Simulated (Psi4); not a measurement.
H₂O₄W, charge -1, doublet, at a GFN2-xTB geometry (such geometries of metal compounds can be far from the true shape) (the multiplicity is a formal guess) (core potentials on W) (a gas-phase anion, which may not be bound at this level). Base run: TPSS/def2-SVP (Psi4 1.11).

Geometry (Å):
```xyz
7

W      0.1213     0.0005     0.0179
O      1.2499     0.0022    -1.2739
O      0.8284     0.0067     1.5808
O     -1.3235    -1.0676    -0.9993
H     -0.9894    -1.0885    -1.9055
O     -1.5647     1.0552     0.5728
H     -1.5070     1.0778     1.5369
```
Charge -1, spin multiplicity 2.
Orbitals are unrestricted.
All else is at Psi4's defaults (density fitting).

Each row names what was changed in the base input (with any setting that the change needs).

| change | E (Eh) | <S^2> | core-seconds (rough) |
|---|---|---|---|
| base | -369.20036 | 0.753 | 30 |
| functional = b3lyp | -369.16949 | 0.753 | 10 |
| functional = bhhlyp | -368.83298 | 0.755 | 10 |
| functional = blyp | -369.11483 | 0.752 | 10 |
| functional = mn15 | -368.74781 | 0.755 | 20 |
| functional = pbe | -368.89990 | 0.753 | 10 |
| functional = m06 | -368.99406 | 0.754 | 30 |
| functional = x3lyp | -369.02125 | 0.753 | 10 |
| functional = scan | -369.09138 | 0.754 | 20 |
| functional = r2scan | -369.04870 | 0.755 | 20 |
| functional = m06-2x | -368.89008 | 0.757 | 30 |
| functional = m11 | -368.82562 | 0.752 | 40 |
| functional = cam-b3lyp | -368.99672 | 0.754 | 20 |

Total energies compare only within one method and basis.

Open shells are given as the SCF converged; they aren't shown to be the lowest states, and a large step between rows can be another state.

A gas-phase anion may not be bound at this level; its values then depend on the basis.
